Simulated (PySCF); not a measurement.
**Dipole response of Pt (platinum, neutral)**

[Xe] 4f14 5d9 6s1, high-spin 3D determinant. All numbers are calculated (PySCF 2.14, a scalar-relativistic core potential, in aug-cc-pVTZ-PP with ECP60MDF (6s6p5d3f2g, 88 functions)). Coupled (time-dependent) response in atomic units; α is the mean over directions.

```tsv
method	mean α (bohr³)	α xx, yy, zz	C₆ (like pair)	S(−4)
UHF	53.42	53.42, 53.42, 53.44	492.4	1859
PBE	38.87	38.70, 38.70, 39.20	373.0	644.0
PBE0	40.17	39.69, 39.69, 41.12	380.8	738.8
```

S(−4) is the Cauchy moment in α(ω) = α(0) + S(−4) ω² + …

Reference α: 48 ± 4 bohr³ (recommended; Schwerdtfeger and Nagle, table of static dipole polarizabilities (2023 update)). Published C₆: 470.0 (Gould and Bucko (2016)).

Spin-orbit coupling is absent.

Hartree-Fock lies above the reference because it lacks correlation, which contracts the outer shell.

α(iu) at PBE0:

| u (hartree) | α(iu) (bohr³) |
| --- | --- |
| 0 | 40.17 |
| 0.0500 | 38.43 |
| 0.100 | 34.32 |
| 0.200 | 25.48 |
| 0.300 | 19.32 |
| 0.500 | 12.67 |
| 0.750 | 8.631 |
| 1.00 | 6.357 |
| 1.50 | 3.916 |
| 2.00 | 2.669 |
| 3.00 | 1.466 |
| 5.00 | 0.6286 |

The components differ because the open shell of this determinant is not spherical; for a pure term their mean is the scalar polarisability.

Energies and moments cover only the electrons outside the core potential. Spin-orbit coupling, absent here, splits the open shell strongly.
